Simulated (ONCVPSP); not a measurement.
# What one change does to a pseudopotential (potassium (K), ONCV)

```json
{
 "Element": "K (Z = 19)",
 "Generator": "ONCVPSP 4.0.1",
 "Type": "optimised norm-conserving Vanderbilt (ONCV)",
 "Functional": "PBEsol",
 "Relativity": "scalar-relativistic",
 "Frozen core": "[Ne]",
 "Valence charge": "9",
 "Reference configuration": "3s2 3p6 4s1",
 "Partial waves": "3s+4s: rc 1.70 bohr, ncon 4, nbas 9, qcut 7 1/bohr, 2 projectors; 3p: rc 1.60 bohr, ncon 4, nbas 7, qcut 9.5 1/bohr, 2 projectors, debl 2.1 Ha; d scattering state at 0.41 Ha: rc 1.40 bohr, ncon 4, nbas 7, qcut 6.3 1/bohr, local",
 "Local potential": "the d channel",
 "Core correction": "polynomial model core, fcfact 0.45"
}
```

Change: p: nproj 3.

Cutoffs: the cutoffs (Ha) at which the residual kinetic energy of the hardest occupied pseudo-wave falls to 1 and 0.1 mHa per electron; they do not see the model core or the augmentation charge, which bear on the density cutoff. Errors are all-electron minus pseudo energies relative to the spin-unpolarised reference configuration.

Task: Predict the effect on cutoff, ghosts and configuration errors.

Result: The potential gets neither clearly harder nor softer (16 Ha and 25 Ha → 16 Ha and 25 Ha); both files keep a bound ghost (s); the errors of the 4 common tests hardly move; the range in which the p phases agree widens (upper end 3.3 → at the end of the scan).

| quantity | base | changed |
| --- | --- | --- |
| cutoff, loose | 16 Ha | 16 Ha |
| cutoff, tight | 25 Ha | 25 Ha |
| bound ghosts | s | s |
| GHOST(+) flags under 300 eV | p at 176.4 eV | none |
| error for 3s2 3p6 4s0, meV [ΔE 4.22 eV] | -0.1 | -0.1 |
| error for 3s2 3p6 4s0.5, meV [ΔE 1.62 eV] | 0.0 | 0.0 |
| error for 3s2 3p6 4s0 4p1, meV [ΔE 1.52 eV] | +0.1 | 0.0 |
| error for 3s2 3p5 4s1, meV [ΔE 24.90 eV] | +3.8 | +3.8 |
| s: phases at 1.73 bohr within 0.05 rad from the reference energy up to (Ha; the scan ends near 5) | to the end of the scan | to the end of the scan |
| p: phases at 1.63 bohr within 0.05 rad from the reference energy up to (Ha; the scan ends near 5) | 3.3 | to the end of the scan |
| d: phases at 1.42 bohr within 0.05 rad from the reference energy up to (Ha; the scan ends near 5) | 2.7 | 2.7 |
| rms error of d²Exc/dni dnj with the model core, mHa | 0.43 | 0.43 |

Base: The cutoffs count occupied waves only; projector 1 of the d channel, the hardest unoccupied one, needs 65 Ha at the loose tolerance. Changed file: The cutoffs count occupied waves only; projector 1 of the d channel, the hardest unoccupied one, needs 65 Ha at the loose tolerance. A true bound ghost makes a file unfit for plane-wave use even where its test errors are small: the radial tests pick states by their node count and pass the ghost by.
